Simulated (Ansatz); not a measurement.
Gas-phase electronic energies from Ansatz, PBE0-D4/def2-TZVP geometries. CCSD(T)/CBS is the MP2 limit (def2-TZVPP, def2-QZVPP) plus CCSD(T) − MP2 in def2-TZVPP, frozen cores. This one scheme is used for every species. Functionals use def2-TZVPP. For Ge outer-core shells are correlated without core-valence functions, which leaves a few kJ/mol of doubt a bond. Scalar relativity is left out up to krypton. Each species was taken in one conformer, which may not be the lowest.

Consider the cleavage of the Ge–Al bond: `[NH2][AlH][GeH2][F]` + `N=C[SiH3]` → `[F][GeH2]/[N]=C/[SiH3]` + `[NH2][AlH2]`.

```csv
level,ΔE (eV)
r2SCAN-D4,0.15
ωB97X-V,0.11
PBE,0.25
PBE0,0.23
SCS-MP2/def2-TZVPP,0.01
CCSD/def2-TZVPP,0.10
HF/def2-QZVPP,0.03
HF/CBS(def2),0.02
```

Problem. What does CCSD(T)/CBS give? (An estimate is asked.)

Solution. The calculation gave: +0.12 eV. The listed levels differ from it by 0.03, -0.01, 0.13, 0.11, -0.11, -0.02, -0.09, -0.10 eV.

Largest T1 diagnostic among the species: 0.013.

The D4 term adds −0.03 eV with B3LYP and −0.02 eV with PBE0; it sums over pairs of atoms, weighted by their polarisabilities, and B3LYP, whose exchange is more repulsive, gets the larger term.

B3LYP here is the variant with VWN-RPA as its local correlation; programs differ in this.
